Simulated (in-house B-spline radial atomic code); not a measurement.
A fraction x of an electron is removed from 5p in the praseodymium ion Pr⁴⁺, starting from [Xe] 4f1 and keeping the highest spin. Computed with an all-electron radial atomic-structure program (B-spline basis): scalar-relativistic (X2C) PBE0, spin-polarised, spherical fractional occupations, Fermi nucleus of rms radius 4.8919 fm.

Caution: exact exchange at fractional occupations of open shells leaves self-interaction of up to several eV.

| x | E(x) - E(0) (eV) | 5p down level (eV) |
| --- | --- | --- |
| 0 | 0.0000 | -63.099 |
| 0.12 | 7.6550 | -64.486 |
| 0.23 | 14.8187 | -65.762 |
| 0.37 | ? | ? |
| 0.43 | 28.2039 | -68.092 |
| 0.5 | 32.9990 | -68.910 |
| 0.6 | 39.9485 | -70.081 |
| 0.67 | ? | ? |
| 0.81 | 54.9245 | -72.549 |
| 0.92 | 62.9763 | -73.847 |
| 1 | 68.9218 | -74.792 |

(1) What belongs in the row x = 0.37?

(2) What belongs in the row x = 0.67?

(3) Check Janak's theorem between x = 0.12 and 0.23.

Results:

(1) An energy change of 24.1394 eV; 5p down at -67.392 eV.

(2) An energy change of 44.8829 eV; 5p down at -70.903 eV.

(3) The slope of the energy is 65.12 eV; the orbital levels give 65.12 eV (-ε of the emptying orbital, averaged over the two points).
